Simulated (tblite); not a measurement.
Start geometry of `ClC1=CC[C@H]([C+]1CF)C` from a force field or distance geometry (Å):
```
atom  x, y, z in Å
C1    -1.120   -1.501   -0.170
C2    -0.567   -0.264    0.525
C3    -1.387    0.992    0.236
C4    -0.440    1.924   -0.469
C5     0.779    1.384   -0.540
Cl6    2.114    2.137   -1.274
C7     0.816    0.091    0.046
C8     2.013   -0.769    0.202
F9     1.782   -1.760    1.113
H10   -2.158   -1.694    0.168
H11   -0.535   -2.392    0.051
H12   -1.150   -1.373   -1.256
H13   -0.550   -0.446    1.627
H14   -1.750    1.455    1.158
H15   -2.265    0.796   -0.402
H16   -0.721    2.892   -0.824
H17    2.256   -1.254   -0.748
H18    2.873   -0.212    0.545
```

Q: What comes out of this run: GFN2-xTB geometry optimisation, gas phase in tblite?

A: 
```
atom  x, y, z in Å
C1    -1.1268   -1.5240   -0.1241
C2    -0.5590   -0.2399    0.5219
C3    -1.3827    1.0128    0.2095
C4    -0.4550    1.9196   -0.4620
C5     0.8061    1.3667   -0.5504
Cl6    2.1833    2.0924   -1.2524
C7     0.7959    0.0935    0.0482
C8     1.9739   -0.7661    0.1844
F9     1.7187   -1.8849    0.9057
H10   -2.1283   -1.7025    0.2548
H11   -0.5104   -2.3817    0.1250
H12   -1.1671   -1.4144   -1.2039
H13   -0.5164   -0.4458    1.6000
H14   -1.8009    1.4827    1.1075
H15   -2.2557    0.8026   -0.4174
H16   -0.7275    2.8961   -0.8291
H17    2.3464   -1.0781   -0.8063
H18    2.7967   -0.2228    0.6771
```

The energy falls by 0.174 eV over 56 L-BFGS steps, the largest force on an atom goes from 2.73 to 0.007 eV/Å, and the atoms move by 0.098 Å rms after alignment. The bond that changes most is C4=C5 (ends: carbon bonded to 2 C and H; carbon bonded to 2 C and Cl), which lengthens by 0.045 Å. Bonds longer at the end by more than 0.005 Å: 6 of 18; shorter: 9. Among the angles that change most is C1–C2–H13, from 108.9° to 105.6°. Among the dihedrals that turn most is C5–C7–C8–H17, from -78° to -65°. Rotational constants go from 1764, 1133, 748.1 to 1789, 1141, 746.2 MHz. The orientation of the end geometry is arbitrary; only internal coordinates are fixed.

On Intel Xeon at 2.70 GHz, one thread, no GPU (shared host), this took 1.2 s.

Its GFN2-xTB frequencies are all real (lowest 64 cm⁻¹). 3 starts were optimised and ended at 0.00, 3.20 and 3.20 kcal/mol (GFN2-xTB); the lowest of these is shown.

One conformer stands for the species.

All values are computed, not measured.
